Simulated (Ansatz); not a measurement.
Harmonic frequencies (cm⁻¹) at PBE0-D4/def2-TZVP from Ansatz: 424, 438, 559, 754, 800, 880, 915, 975, 1194, 1245, 1393, 1733, 2745, 3247, 3831.

Each molecule was computed in one conformer, which needn't be the lowest.

Q: Which molecule is it?
A. `B1C=CO1`
B. `C#CBO`
C. `OC1=CB1`
D. `BC=C=O`

A: C.
